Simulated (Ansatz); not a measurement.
Correlation energies of `[CH3][Sb]1[CH2][GaH]1` by basis set

```xyz
10

C    -1.176    1.256   -0.285
Sb   -1.094   -0.520    0.983
C     0.531   -1.474   -0.256
Ga    1.463   -0.345    1.025
H    -1.922    1.081   -1.061
H    -0.220    1.474   -0.764
H    -1.476    2.114    0.317
H     0.481   -1.248   -1.319
H     0.563   -2.549   -0.082
H     2.850    0.212    1.441
```

Charge 0, multiplicity 1. Correlated methods include outer-core shells of Ga, Sb, which these sets cover unevenly. Scalar relativity is left out up to krypton. Sb: def2 effective core potential. Geometry: relaxed with PBE0-D4/def2-TZVP. Frozen core, restricted reference, Ansatz.

| basis | HF (Eh) | MP2 corr. | CCSD corr. | (T) | CCSD(T) total |
| --- | --- | --- | --- | --- | --- |
| def2-SVP | -2241.36724 | -0.61923 | ? | -0.02461 | ? |
| def2-TZVPP | ? | -0.93539 | ? | -0.03963 | ? |
| def2-QZVPP | ? | -1.44487 | – | – | – |

**Question.** Fill in the withheld values. (An estimate is asked.)

**Answer.** The calculation gave: def2-SVP CCSD corr.: -0.65105; def2-SVP CCSD(T) total: -2242.04290; def2-TZVPP HF (Eh): -2241.71531; def2-TZVPP CCSD corr.: -0.94537; def2-TZVPP CCSD(T) total: -2242.70031; def2-QZVPP HF (Eh): -2241.76072.
